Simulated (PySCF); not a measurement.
Electron correlation in La²⁺ (lanthanum, charge +2)

Starting occupation: [Xe] 6p1, 6p3/2 with m_j = +3/2. All numbers are calculated (PySCF 2.14, X2C-1e with screened-nucleus spin-orbit coupling, Gaussian nucleus, in x2c-TZVPall-2c with one added diffuse shell each of s, p, d type (12s12p11d2f, 117 functions)). Frozen: [Ar] 3d10; 27 electrons correlated; the 18 highest virtual spinors left out.

MP2 pair energies summed by pair of shells (mhartree):

```
       pair   energy  share (%)
4d3/2-4d5/2  -109.98       15.9
4d5/2-4d5/2   -80.51       11.7
4d5/2-5p3/2   -56.30        8.2
5p3/2-5p3/2   -48.92        7.1
5p1/2-5p3/2   -45.52        6.6
4d3/2-5p3/2   -36.16        5.2
4d3/2-4d3/2   -34.59        5.0
4d5/2-5p1/2   -29.41        4.3
4d5/2-4p3/2   -25.94        3.8
4d3/2-5p1/2   -19.63        2.8
4d3/2-4p3/2   -18.08        2.6
5p3/2-5s1/2   -16.71        2.4
4d5/2-5s1/2   -15.49        2.2
4d5/2-4p1/2   -13.65        2.0
5p1/2-5p1/2   -12.39        1.8
4d5/2-4s1/2   -11.33        1.6
4p3/2-4p3/2   -10.34        1.5
4d3/2-5s1/2   -10.09        1.5
4p1/2-4p3/2    -9.97        1.4
5p3/2-6p3/2    -9.69        1.4
4d3/2-4p1/2    -8.60        1.2
5p1/2-5s1/2    -8.49        1.2
4d3/2-4s1/2    -7.64        1.1
4p3/2-4s1/2    -6.19        0.9
4p3/2-5s1/2    -5.67        0.8
5s1/2-5s1/2    -5.51        0.8
4p3/2-5p3/2    -4.72        0.7
5p1/2-6p3/2    -4.41        0.6
4p1/2-4s1/2    -3.21        0.5
4p3/2-5p1/2    -3.07        0.4
```

Total MP2 correlation energy: -690.52 mhartree.

This basis was not built for core-valence correlation, so the inner-shell part is incomplete.
